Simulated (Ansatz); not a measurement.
O₂S₂, SMILES O=[S][S]=O (connectivity only; charge and spin as stated), neutral, multiplicity 1.

Coordinates come from a PBE0-D3(BJ)/def2-SVP optimisation. One conformer was computed; it need not be the lowest.

Two levels are set side by side: PBE/def2-SVPD (Ansatz, a program for electronic structure) and ωB97X-V/def2-SVPD (Ansatz). Energy differences of separate SCF runs at the same geometry; the states with an electron removed or added have multiplicity 2 and 2. Differences are taken from unrounded values.

| quantity | ωB97X-V |
|---|---|
| vertical ionisation energy (eV) | 9.99 |
| vertical electron affinity (eV) | 2.19 |
| vertical singlet–triplet gap (eV) | 0.76 |

Q: What does PBE give, and how far is it from ωB97X-V? (An estimate is asked for; the answer gives what the named calculation found.)

A: 
```tsv
quantity	PBE	PBE minus ωB97X-V
vertical ionisation energy (eV)	10.14	0.15
vertical electron affinity (eV)	1.60	-0.59
vertical singlet–triplet gap (eV)	1.46	0.70
```
